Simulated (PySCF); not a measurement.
RbSb⁺: from constants to spectrum

PBE0 constants of RbSb⁺, ⁴Σ⁻ (quartet), unpaired electrons σ ↑, π ↑↑ (basis Rb def2-SVPD with ECP28, Sb def2-SVPD with ECP28; scalar-relativistic core potentials; PySCF 2.14; masses 84.9118 and 120.9038 u):

- ωe: 42.1 cm⁻¹
- ωexe: 0.386 cm⁻¹
- Be: 0.020883 cm⁻¹
- αe: 0.000213 cm⁻¹
- De to Rb⁺ + Sb: 0.162 eV

What force constant and bond length do these constants imply?

Reduced mass μred = 49.880 u; k = 5.8918×10⁻⁷·μred·ωe² (u, cm⁻¹, mdyn/Å) = 0.0521 mdyn/Å; Re = √(16.8576/(μred·Be)) (u, cm⁻¹, Å) = 4.023 Å.

Estimate the centrifugal constant D from the Kratzer relation and find the Dunham coefficient a1.

D = 4Be³/ωe² = 2.06e-08 cm⁻¹; a1 = −1 − αeωe/(6Be²) = -4.43.

The bond is weak. Basis-set superposition, not corrected here, can be much of De in a small basis, most of all at correlated wavefunction levels. These are scalar-relativistic numbers at best; spin–orbit coupling would shift them, the dissociation energy most. For an ion De counts to the pair picked by the measured ionisation energies or electron affinities, which need not be the lowest pair at this level. The state is the lowest determinant that a PBE0 search found; another state may lie lower at other levels.
